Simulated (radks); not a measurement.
Q: Calculated with a radial shooting solver on a logarithmic mesh with Libxc functionals: non-relativistic Kohn-Sham, LB94 model potential, spin-polarised, spherical densities, point nucleus; open shells are filled with parallel spins first (spin-orbit coupling, left out, can overturn this in heavy ions). Response by self-consistent Sternheimer equations with the Hartree and adiabatic LDA kernel. For heavy and open-shell atoms this level of theory can miss by tens of per cent. Rank F+, Kr, Mg3+, Rb, Pd3+, Ni, O+, O (NIST ground configurations) by static dipole polarisability, largest first.

A: Rb 205.6, Ni 36.78, Kr 16.97, O 5.003, Pd3+ 4.222, O+ 2.602, F+ 1.794, Mg3+ 0.3585 bohr^3.
